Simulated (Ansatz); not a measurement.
Ansatz (a quantum-chemistry and plane-wave program) input (HSE06/def2-TZVPD):

Ansatz 0.2 input:
```yaml
crystal:
  periodic: [false, false, false]
  atoms:
    - {symbol: Ag, position_ang: [-0.00000000, -0.00000000, -1.51076629]}
    - {symbol: I, position_ang: [0.00000000, 0.00000000, 1.33973614]}
basis:
  gaussian:
    orbitals: def2-TZVPD
hamiltonian:
  xc: {name: HSE06}
total_charge: -1
magnetization: {spin_polarized: true, initial_magnetization: 1}
output: {forces: true}
```

Output:

```
Functional definition: HSE06
integrals: 0.04 GiB planned
845 factors; their error is unknown
integrals: 0.07 GiB planned
53 factors; integrals over basis functions are off by at most 1.5e-4 eV
mean field: 0.45 GiB planned
mean field evaluation 1: about -12101.9019 eV, gradient 2.3e1 eV
mean field evaluation 2: about -12099.5076 eV, gradient 3.7e1 eV
mean field evaluation 4: about -12103.6037 eV, gradient 9.9e-1 eV
mean field evaluation 8: about -12103.8766 eV, gradient 6.0e-2 eV
mean field evaluation 16: about -12103.8766 eV, gradient 4.7e-5 eV
mean field -12103.87659051 eV, -444.8092603990 hartree, gradient 4.7e-5 eV, S^2 0.752576; 0 other end points of the search recorded, 0 dependent functions left out
the calculation of the forces begins
reference -12103.87663232 eV, -444.8092619357 hartree; 23, 22 occupied and 76, 77 virtual orbitals, 845 factors
Total energy: -12103.87663232 eV, -444.8092619357 hartree
Atom 0 at    -0.000000    -0.000000    -1.510766 Å, force    -0.000000    -0.000000     0.183280 eV/Å
Atom 1 at     0.000000     0.000000     1.339736 Å, force     0.000000     0.000000    -0.183280 eV/Å
Dipole moment:    -0.000000    -0.000000    -0.024435 e Å
```

The spin state was set by rule; other spins were not relaxed.
